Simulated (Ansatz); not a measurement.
C$_{3}$H$_{9}$N, triplet, at the geometry of the source list (a higher spin typed on purpose: for a closed-shell molecule this is an excited state). Base run: Ansatz (a quantum-chemistry and plane-wave program) with B3LYP/pcseg-1.

Geometry (Å):
```xyz
13

C     -0.3576     1.3002     0.2948
N     -0.1368    -0.1232     0.4387
C      1.2668    -0.4527     0.3092
C     -0.9420    -0.8770    -0.4987
H     -0.0667     1.6780    -0.6989
H      0.2214     1.8288     1.0504
H     -1.4134     1.5147     0.4525
H      1.6737    -0.2001    -0.6835
H      1.3991    -1.5203     0.4774
H      1.8316     0.0911     1.0647
H     -0.6929    -0.6548    -1.5491
H     -0.7905    -1.9410    -0.3235
H     -1.9927    -0.6436    -0.3341
```
Charge 0, spin multiplicity 3.
Orbitals are unrestricted.
All else is at Ansatz's defaults.
Base energy -174.22050 Eh.

The base run was repeated with changes; each row names its change, and settings that it needs were set with it.

| change | ΔE vs base (mEh) |
|---|---|
| base | 0.000 |
| lower_state_search = off | 0.000 |
| lower_state_search = light | 0.000 |
| lower_state_search = full | 0.000 |
| point_charge = charge:0.5 position_ang:2.3022, -4.2726, 1.6326 | -5.122 |
| fitting.mean_field = cc-pVTZ-JKFIT | -0.184 |
| forces = on | -0.004 |
| fitting.mean_field = def2-universal-JKFIT | -0.079 |
| point_charge = charge:-1.0 position_ang:-4.7743, -1.818, -0.3487 | -11.811 |
| final_grid = 14, 28, 59 | -0.002 |
| point_charge = charge:1.0 position_ang:3.0074, -4.0773, 0.7429 | -27.370 |
